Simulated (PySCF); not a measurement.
Computed properties of CH3ClF2Ge, SMILES [Ge]([CH3])([F])([Cl])[F]

Ge(F)2(Cl)(Me) (CH3ClF2Ge), SMILES [CH3][Ge]([F])([F])[Cl]. Geometry optimised at PBE0-D3(BJ)/def2-SVP. This is a generated structure with no PubChem entry under its InChIKey; it may be hypothetical. Other conformers were not sampled. All values are computed for the isolated molecule unless a solvent is named; none is compared with measurement here.

**Structure.** The optimised structure has Cs symmetry. All 18 harmonic modes at PBE0-D3(BJ)/def2-SVP (PySCF) are real, so it is a minimum. With heavy atoms numbered as in [CH3:1][Ge:2]([F:3])([F:4])[Cl:5], the shortest bond between them is Ge2–F3 at 1.724 Å and the longest Ge2–Cl5 at 2.129 Å.

**Vibrations.** The strongest infrared lines (harmonic, unscaled, degenerate partners summed) lie at 739 cm⁻¹ (72 km/mol, F 75 %, Ge 20 %), 750 cm⁻¹ (63 km/mol, F 75 %, Ge 21 %), 447 cm⁻¹ (60 km/mol, Cl 66 %, Ge 27 %). The softest mode is at 64 cm⁻¹ and the zero-point energy is 27.0 kcal/mol.

**Electronic structure.** CAM-B3LYP/def2-TZVP (PySCF) places the frontier levels at -11.02 and 0.52 eV, a gap of 11.54 eV, and gives a dipole moment of 3.35 D and a mean polarisability of 48.9 bohr³. PBE/def2-TZVP (PySCF) at the same geometry gives -8.16 and -1.54 eV, so its gap is 4.92 eV narrower. An orbital gap is neither the optical nor the fundamental gap.

**Excitations.** TDDFT-CAM-B3LYP/def2-SVPD (PySCF) has S1 at 7.60 eV (163 nm, f = 0.059, bright); the most intense of the 10 singlets computed lies at 8.67 eV (f = 0.28). T1 (TDA) is at 6.97 eV. TDDFT-PBE/def2-SVPD (PySCF) puts S1 at 6.75 eV. No vertical singlet excitation falls in the visible range (under 3.1 eV).

**NMR.** GIAO shifts at HF/pcSseg-1 (PySCF) (non-relativistic, atoms alike by connectivity averaged): ¹³C at 0.8 ppm against TMS; ¹H at 1.3 ppm against TMS; ¹⁹F at -130.0 ppm against CFCl3. Without spin–orbit terms, shifts of atoms bonded to Cl or Br come out too high.
